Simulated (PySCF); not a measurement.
Computed shifts of a molecule C4H12Si2, PBE/pcSseg-1 in PySCF, GIAO, gas phase, atoms alike by connectivity averaged where their shifts nearly agree, in ppm (number of nuclei): ¹³C: 161.2 (1), 154.1 (1), 13.7 (1), 11.6 (1). ²⁹Si: -31.2 (1), -68.4 (1). ¹H: 7.66 (1), 7.27 (1), 4.73 (1), 4.54 (3), 4.51 (1), 1.48 (3), 1.10 (2). References: ¹³C against TMS (σ = 182.0 ppm); ²⁹Si against TMS (σ = 335.4 ppm); ¹H against TMS (σ = 31.49 ppm), references at their B3LYP-D3(BJ)/def2-TZVP geometries, non-relativistic. Coordinates come from a B3LYP-D3(BJ)/def2-SVP optimisation. The values are those of a single conformer.

Q: Identify the compound among the candidates.
A. CC[SiH2]/C=C/[SiH3]
B. C=C(C[SiH3])[SiH2]C
C. C[C@@H]1[C@@H]([SiH3])[C@H]1[SiH3]
D. C[Si@H]1C[Si@@H](C)C1

A: A, CC[SiH2]/C=C/[SiH3]
